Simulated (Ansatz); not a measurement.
One change: `[SiH3][SiH2][SiH2][GeH2][SiH2][GeH3]` becomes `[SiH3][SiH2][GeH2][SiH2][GeH3]`.

Ansatz, PBE0-D4/def2-TZVP geometries, multiplicity 1. Each molecule was computed in one conformer, which needn't be the lowest.

Scalar relativity is left out up to krypton.

```csv
property,`[SiH3][SiH2][SiH2][GeH2][SiH2][GeH3]`
LUMO energy (ωB97M-V/def2-TZVPP) / eV,1.12
HOMO–LUMO gap (PBE/def2-TZVPP) / eV,5.44
LUMO energy (PBE0/def2-TZVPP) / eV,-0.57
HOMO energy (PBE/def2-TZVPP) / eV,-6.78
HOMO energy (B3LYP/def2-TZVPP) / eV,-7.56
size of the dipole moment (B3LYP/def2-TZVPP) / D,0.13
```

Problem. Give the same properties after the change, and the shifts. (Estimate.)

Solution. Computed: 
```json
{"property": "LUMO energy (ωB97M-V/def2-TZVPP) / eV", "`[SiH3][SiH2][GeH2][SiH2][GeH3]`": "1.32", "shift": "0.20"}
{"property": "HOMO–LUMO gap (PBE/def2-TZVPP) / eV", "`[SiH3][SiH2][GeH2][SiH2][GeH3]`": "5.64", "shift": "0.20"}
{"property": "LUMO energy (PBE0/def2-TZVPP) / eV", "`[SiH3][SiH2][GeH2][SiH2][GeH3]`": "-0.33", "shift": "0.24"}
{"property": "HOMO energy (PBE/def2-TZVPP) / eV", "`[SiH3][SiH2][GeH2][SiH2][GeH3]`": "-6.78", "shift": "0.00"}
{"property": "HOMO energy (B3LYP/def2-TZVPP) / eV", "`[SiH3][SiH2][GeH2][SiH2][GeH3]`": "-7.57", "shift": "-0.01"}
{"property": "size of the dipole moment (B3LYP/def2-TZVPP) / D", "`[SiH3][SiH2][GeH2][SiH2][GeH3]`": "0.13", "shift": "0.00"}
```

Dipoles are sizes alone; their direction can turn.

B3LYP here is the variant with VWN-RPA as its local correlation; programs differ in this.
